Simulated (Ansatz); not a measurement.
Consider the redistribution: `[F][Al]([SH])[Br]` + `C[O][Al]([F])[Cl]` → `C[O][Al]([F])[SH]` + `[F][Al]([Cl])[Br]`.

Calculated with Ansatz (gas phase, PBE0-D4/def2-TZVP geometries, no zero-point term in ΔE). CCSD(T)/CBS is the MP2 limit (def2-TZVPP, def2-QZVPP) plus CCSD(T) − MP2 in def2-TZVPP, frozen cores. This one scheme is used for every species. Functionals use def2-TZVPP. B3LYP here is the variant with VWN-RPA as its local correlation; programs differ in this. For Br outer-core shells are correlated without core-valence functions, which leaves a few kJ/mol of doubt a bond. Scalar relativity is left out up to krypton. Each species was taken in one conformer, which may not be the lowest.

Is it downhill or uphill in electronic energy at CCSD(T)/CBS, and by how much? (An estimate is asked.)

The calculation gave: Uphill: ΔE = +1.0 kcal/mol.

What do these levels give: PBE-D4, r2SCAN-D4, B3LYP-D4, r2SCAN, PBE0, B3LYP, HF/def2-TZVPP, CCSD/def2-TZVPP, HF/def2-QZVPP, SCS-MP2/def2-QZVPP, HF/CBS(def2), MP2/CBS(def2)? (Estimate.)

The calculation gave: PBE-D4 0.9, r2SCAN-D4 0.9, B3LYP-D4 0.8, r2SCAN 0.9, PBE0 0.8, B3LYP 0.6, HF/def2-TZVPP 0.7, CCSD/def2-TZVPP 0.9, HF/def2-QZVPP 0.7, SCS-MP2/def2-QZVPP 0.9, HF/CBS(def2) 0.7, MP2/CBS(def2) 1.1 kcal/mol.

Largest T1 diagnostic among the species: 0.012.
